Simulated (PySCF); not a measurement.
Ga(AsH2)(F)2 (AsF2GaH2), SMILES [F][Ga]([F])[AsH2].

Geometry optimised at PBE0-D3(BJ)/def2-SVP.

Calculation: PySCF with B3LYP/def2-TZVP.

Symmetry labels are those of the subgroup Cs that the program uses (full group Cs).

Computed valence orbital energies around the gap with their symmetry:
| orbital | symmetry | energy (eV) |
|---|---|---|
| HOMO−7 | A" | -11.71 |
| HOMO−6 | A' | -11.12 |
| HOMO−5 | A' | -11.06 |
| HOMO−4 | A" | -10.90 |
| HOMO−3 | A" | -10.62 |
| HOMO−2 | A" | -10.45 |
| HOMO−1 | A' | -9.53 |
| HOMO | A' | -8.32 |
| LUMO | A' | -1.80 |
| LUMO+1 | A' | -1.36 |
| LUMO+2 | A" | -0.60 |
| LUMO+3 | A' | -0.03 |
